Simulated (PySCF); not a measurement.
Geometries of 2 isomers of C3H8FNSi, from PySCF 2.14.0, PBE0-D3(BJ)/def2-SVP geometry optimisation, gas phase. One conformer each, no zero-point energy, no frequencies.

Task: Which is lower in electronic energy at this level?
A.
```xyz
14
angstrom
F     -3.471    0.122    0.221
C     -2.102    0.095    0.333
C     -1.496   -0.318   -0.988
C     -0.003   -0.371   -0.973
N      0.680   -0.100    0.059
Si     2.431   -0.138    0.139
H     -1.744    1.094    0.629
H     -1.817   -0.611    1.129
H     -1.819    0.374   -1.787
H     -1.884   -1.307   -1.292
H      0.459   -0.666   -1.943
H      2.912    1.219    0.527
H      3.050   -0.530   -1.172
H      2.833   -1.118    1.189
```
B.
```xyz
14
angstrom
F     -1.162    0.365    1.515
C     -1.155    0.328    0.130
C     -0.576   -1.010   -0.316
N      0.864   -0.910   -0.215
Si     1.473    0.710   -0.132
C     -0.253    1.455   -0.360
H     -2.201    0.438   -0.204
H     -0.990   -1.794    0.342
H     -0.928   -1.229   -1.345
H      1.389   -1.773   -0.233
H      2.421    1.075   -1.234
H      2.151    1.069    1.154
H     -0.424    1.641   -1.433
H     -0.470    2.383    0.186
```

Result: B. That is `F[C@@H]1CN[SiH2]C1`, 25.7 kcal/mol below the other.

| SMILES | atoms numbered as above | E (Eh) | relative (kcal/mol) | relative (kJ/mol) | dipole (D) |
| --- | --- | --- | --- | --- | --- |
| F[C@@H]1CN[SiH2]C1 | [F:1][C@@H:2]1[CH2:3][NH:4][SiH2:5][CH2:6]1 | -562.53160 | 0.0 | 0.0 | 1.89 |
| FCC/C=N/[SiH3] | [F:1][CH2:2][CH2:3]/[CH:4]=[N:5]/[SiH3:6] | -562.49063 | 25.7 | 107.6 | 1.92 |

As drawn, the lower has an N–H bond and an Si–C bond, which the higher lacks; the higher has a C=N bond, which the lower lacks.
